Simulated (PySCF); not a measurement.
C3H7ClSi, SMILES Cl/C=C/[SiH2]C.

Geometry optimised at r2SCAN-D4/def2-SVP. The structure was generated by enumeration; whether it is a known compound was not checked. Other conformers were not sampled.

Computed with PBE/def2-TZVP in PySCF.

Isolated molecule, no solvent.

The total energy is -867.77331 hartree and the highest occupied level comes out as -6.37 eV. The lowest empty level is -1.67 eV. The orbital gap comes out as 4.70 eV and the dipole moment is 1.40 D. The quadrupole, principal values (traceless, Buckingham form, about the centre of nuclear charge) is -3.67, 0.03, 3.64 D·Å, the mean static polarisability is 80.8 bohr³ (11.97 Å³) and the polarisability, principal values is 61.1, 66.8, 114.4 bohr³.
